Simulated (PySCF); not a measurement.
## CBr at PBE0

Computed with PBE0; PySCF, scalar-relativistic core potentials, basis sets C cc-pVTZ, Br cc-pVTZ-PP with ECP10.

For CBr, the state is ²Π (doublet), unpaired electrons π ↑, the bond length is 1.818 Å and the harmonic wavenumber is 742 cm⁻¹. The force constant is 3.38 mdyn/Å, the rotational constant Be is 0.4896 cm⁻¹ and the anharmonicity ωexe is 3.63 cm⁻¹. The vibration–rotation constant αe is 0.00386 cm⁻¹, the well depth De to C + Br is 357 kJ/mol and the dissociation energy D0 is 352 kJ/mol. The bond order (Mayer) is 1.58. The dipole moment (positive dipole means C(−)Br(+)) is 1.53 D.

Spin–orbit coupling is left out. The state is the lowest determinant that a PBE0 search found; another state may lie lower at other levels.
